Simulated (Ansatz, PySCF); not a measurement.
Dimer: HCl (SMILES Cl) (first 2 atoms) with HBr (SMILES Br); geometry from B3LYP-D3(BJ)/def2-TZVP.
(charge 0, multiplicity 1):
```
atom   x (Å)    y (Å)    z (Å)
----  ------  -------  -------
Cl    0.5348  -0.4660  -0.2256
H     0.8003   0.7857  -0.1236
Br    0.1772  -0.3093   3.6888
H     0.2552  -0.5921   2.2887
```

Interaction energies are E(AB) − E(A) − E(B) at the monomers' geometry in the complex; basis-set methods are counterpoise corrected.

Frozen-core correlation. Filled d and f shells under p-block atoms count as core. CBS: X⁻³ extrapolation of the correlation energy, Hartree–Fock from the larger set.

Run with Ansatz (Gaussian orbitals); PySCF for the dispersion terms. Values without a source in brackets are computed.

PBE/def2-TZVPPD gives -7.0 kJ/mol for the interaction energy.

How do the other levels lie against it? Give each less PBE: PBE-D3(BJ)/def2-TZVPPD, r2SCAN/def2-TZVPPD, PBE0/def2-TZVPPD, wB97M-V/def2-TZVPPD, B2PLYP/def2-TZVPPD, MP2/CBS(def2-TZVPPD, def2-QZVPPD), CCSD(T)/CBS(def2-TZVPPD, def2-QZVPPD).

PBE-D3(BJ)/def2-TZVPPD -2.8; r2SCAN/def2-TZVPPD -0.1; PBE0/def2-TZVPPD 0.9; wB97M-V/def2-TZVPPD 0.3; B2PLYP/def2-TZVPPD 2.2; MP2/CBS(def2-TZVPPD, def2-QZVPPD) -1.4; CCSD(T)/CBS(def2-TZVPPD, def2-QZVPPD) -0.1 kJ/mol. 3 of 7 lie above PBE; the widest gap is to PBE-D3(BJ)/def2-TZVPPD.

Ansatz is a first-principles code.
